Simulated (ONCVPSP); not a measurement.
# Logarithmic derivatives: potassium (K), ONCV

```
Element                 : potassium (K)
Generator               : ONCVPSP 4.0.1
Type                    : optimised norm-conserving Vanderbilt (ONCV)
Functional              : PBE
Relativity              : fully relativistic
Frozen core             : [Ne]
Valence charge          : 9
Reference configuration : 3s2 3p6 4s1
Partial waves           : 3s+4s: rc 1.85 bohr, ncon 3, nbas 7, qcut 7.3 1/bohr, 2 projectors; 3p: rc 1.35 bohr, ncon 3, nbas 8, qcut 5.8 1/bohr, 2 projectors, debl 3.2 Ha; d scattering state at 0.43 Ha: rc 1.95 bohr, ncon 4, nbas 7, qcut 4.7 1/bohr, 2 projectors, debl 3.5 Ha; f scattering state at 0.39 Ha: rc 1.65 bohr, ncon 3, nbas 6, qcut 5.9 1/bohr, 2 projectors, debl 3.6 Ha
Local potential         : polynomial inside 1.00 bohr (lpopt 5, dvloc0 -1 Ha)
Core correction         : polynomial model core, fcfact 0.2
```

Open shells are filled in proportion to 2j + 1.

The phase is arctan(r·R′/R) of the radial function R(r), unwrapped; energies in Ha, scanned from -3 to 5 Ha. A pole is an energy at which the radial function vanishes at the test radius. The pseudo phase is shifted by a multiple of π to meet the all-electron one at the reference energy, and phase errors are pseudo minus all-electron; the curves can meet again beyond the range given. Levels narrower than the energy grid can be missing from the lists of poles.

Problem. For each channel, where are the poles, and over which energies does the pseudopotential scatter like the atom?

Solution.

```
channel  radius (bohr)  reference energy (Ha)  poles, all-electron  poles, pseudo  unbroken range about the reference energy with phases within 0.05 rad  phase error 1 Ha above the reference energy (rad)
      s           1.88                  -0.09                -0.79          -0.79                                                        the whole range                                             -0.001
   p3/2           1.37                  -0.69                 1.90           1.90                                                        the whole range                                             -0.000
   p1/2           1.37                  -0.70                 1.86           1.86                                                        the whole range                                             -0.000
   d5/2           1.98                   0.43                 0.90           0.89                                                              below 1.7                                             -0.026
   d3/2           1.98                   0.43                 0.90     0.86, 4.92                                                              below 1.5                                             -0.047
   f7/2           1.67                   0.39                 none           none                                                        the whole range                                             -0.003
   f5/2           1.67                   0.39                 none           4.45                                                              below 4.4                                             -0.002
```

Note: no bound ghost flagged; GHOST(+) flagged for f7/2 at 110.9 eV, f5/2 at 121.4 eV, s at 179.7 eV.

Phases in the d3/2 channel:

| E (Ha) | all-electron | pseudo |
| --- | --- | --- |
| -2.98 | 1.312 | 1.308 |
| -2.54 | 1.284 | 1.280 |
| -2.10 | 1.246 | 1.241 |
| -1.66 | 1.190 | 1.183 |
| -1.22 | 1.096 | 1.087 |
| -0.78 | 0.904 | 0.890 |
| -0.34 | 0.338 | 0.323 |
| 0.10 | -0.861 | -0.861 |
| 0.54 | -1.387 | -1.395 |
| 0.98 | -1.604 | -1.625 |
| 1.42 | -1.774 | -1.820 |
| 1.86 | -2.025 | -2.145 |
| 2.30 | -2.725 | -3.060 |
| 2.74 | -3.915 | -4.035 |
| 3.18 | -4.336 | -4.358 |
| 3.62 | -4.495 | -4.497 |
| 4.06 | -4.580 | -4.580 |
| 4.50 | -4.636 | -4.645 |
| 4.94 | -4.680 | -4.718 |
